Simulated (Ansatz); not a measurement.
Geometry optimisation, Ansatz 0.2.0, DFT PBE, scalar-relativistic, plane waves, PAW.

Input file:

```yaml
crystal:
  lattice:
    - [0.0, 5.43, 5.43]
    - [5.43, 0.0, 5.43]
    - [5.43, 5.43, 0.0]
  atoms:
    - { symbol: Si, position: [0.0, 0.0, 0.0] }
    - { symbol: Si, position: [0.125, 0.125, 0.125] }
    - { symbol: Si, position: [0.0, 0.0, 0.5] }
    - { symbol: Si, position: [0.125, 0.125, 0.625] }
    - { symbol: Si, position: [0.0, 0.5, 0.0] }
    - { symbol: Si, position: [0.125, 0.625, 0.125] }
    - { symbol: Si, position: [0.0, 0.5, 0.5] }
    - { symbol: Si, position: [0.125, 0.625, 0.625] }
    - { symbol: Si, position: [0.5, 0.0, 0.0] }
    - { symbol: Si, position: [0.625, 0.125, 0.125] }
    - { symbol: Si, position: [0.5, 0.0, 0.5] }
    - { symbol: Si, position: [0.625, 0.125, 0.625] }
    - { symbol: Si, position: [0.5, 0.5, 0.0] }
    - { symbol: Si, position: [0.625, 0.625, 0.125] }
    - { symbol: Si, position: [0.5, 0.5, 0.5] }
    - { symbol: Si, position: [0.625, 0.625, 0.625] }
    - { symbol: Ti, position: [0.56432721, 0.31618769, 0.30677141] }
basis:
  ecutwfc: 420.0
kpoints:
  mp_grid: { grid: [2, 2, 2] }
hamiltonian:
  xc: pbe
  pseudopotentials: { kind: paw, azcp: { folder: soft_1 } }
scf:
  occupations: { method: gaussian, width: 0.02 }
  lower_state_search: "off"
relax:
  f_tol: 0.03
  max_steps: 60
  adjacent_minimum: "off"
```

Run as:

```bash
$ ansatz run input.yaml --threads 1 --pin off --max-ram 3072MiB --backend cpu --events-out ev --progress --plain --runs-dir out
```

Where does it end, and by what steps?

The forces met the threshold. The force dipped under the threshold on the way, but the program's further checks kept it going. Limits of this set-up: coarse k mesh. After 20 steps the energy has fallen by 3.253 eV; Ti17 moved furthest, 1.09 Å. Joined: Si3–Ti17 (3.54 → 2.76 Å).

```
step  energy less start (eV)  largest force component (eV/Å)  accepted
   0                  0.0000                           3.429       yes
   1                 -1.2728                           1.227       yes
   2                 -1.5105                           0.090       yes
   3                 -1.5252                           0.123       yes
   4                 -1.7036                           0.824       yes
   5                 -2.0250                           0.992       yes
   6                 -2.3775                           0.685       yes
   7                 -2.7763                           0.772       yes
   8                 -3.0566                           0.481       yes
   9                 -3.2350                           0.166       yes
  10                 -3.2509                           0.032       yes
  11                 -3.2514                           0.015       yes
  12                 -3.2518                           0.025       yes
  13                 -3.2366                           0.193        no
  14                 -3.2524                           0.024       yes
  15                 -3.2525                           0.013       yes
  16                 -3.2528                           0.016       yes
  17                 -3.2529                           0.009       yes
  18                 -3.2530                           0.007       yes
  19                 -3.2530                           0.007       yes
  20                 -3.2531                           0.006       yes
```

```xyz
17
Lattice="0.0000 5.4300 5.4300 5.4300 0.0000 5.4300 5.4300 5.4300 0.0000" Properties=species:S:1:pos:R:3
Si -0.005 -0.064 -0.037
Si 1.356 1.356 1.341
Si 2.776 2.718 -0.038
Si 4.131 4.011 1.357
Si 2.755 -0.041 2.699
Si 4.118 1.323 4.028
Si 5.469 2.674 2.705
Si 6.821 4.025 4.027
Si 0.041 2.673 2.638
Si 1.331 3.968 3.995
Si 2.754 5.389 2.661
Si 4.175 6.811 3.993
Si 2.734 2.632 5.392
Si 4.153 3.991 6.772
Si 5.512 5.410 5.392
Si 6.807 6.766 6.785
Ti 2.754 5.389 5.373
```

Time of the run: 2 min on 1 thread of Arm Neoverse V2, on a shared host, peak memory 0.55 GiB.
